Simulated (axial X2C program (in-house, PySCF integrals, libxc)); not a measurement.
Spin–orbit effects down a group: molecules with I, MP2

Computed with an in-house relativistic program for diatomic molecules, spin-free (one-electron X2C) or two-component (2c: spin–orbit coupling with atomic mean-field Coulomb and Gaunt terms, which also bring small scalar terms), in Dyall basis sets with cores contracted in-house; open shells are unrestricted.

Basis sets: Br dyall-cv3z, Cl dyall-av3z, F dyall-v3z, I dyall-cv3z, I dyall-v3z. Frozen shells (counts by l): IF I 4s3p2d, F 1s, 14 electrons correlated; ICl I 4s3p2d, Cl 2s1p, 14 electrons correlated; IBr I 4s3p2d, Br 3s2p1d, 14 electrons correlated. Where the outer core of a metal is frozen, bonds come out longer and ionisation energies lower.

```tsv
molecule	spin-free state	Re (Å)	ωe (cm⁻¹)	De (eV)	2c state	Re 2c (Å)	ωe 2c (cm⁻¹)	De 2c (eV)
IF	M_S = 0, Λ = 0	1.924	628.4	3.00	Ω = 0	1.932	613.1	2.78
ICl	M_S = 0, Λ = 0	2.323	402.9	2.39	Ω = 0	2.333	393.0	2.13
IBr	M_S = 0, Λ = 0	2.468	283.1	2.08	Ω = 0	2.477	276.5	1.70
```

Q: Work out the shifts from the spin-free to the two-component result.

A: 

```tsv
molecule	2c state	ΔRe (Å)	Δωe (cm⁻¹)	ΔDe (eV)
IF	Ω = 0	0.008	-15.3	-0.22
ICl	Ω = 0	0.010	-9.9	-0.26
IBr	Ω = 0	0.009	-6.6	-0.38
```

Shifts of one unit in the last digit are rounding.

Each entry is the lowest single determinant of a limited PBE0 search at one distance. De goes to single-determinant-based atoms at the same level (for ions the charge split of lowest energy) and is withheld (n/a) where an atom does not fit its ground term or J level. Main or longest-lived isotopes.
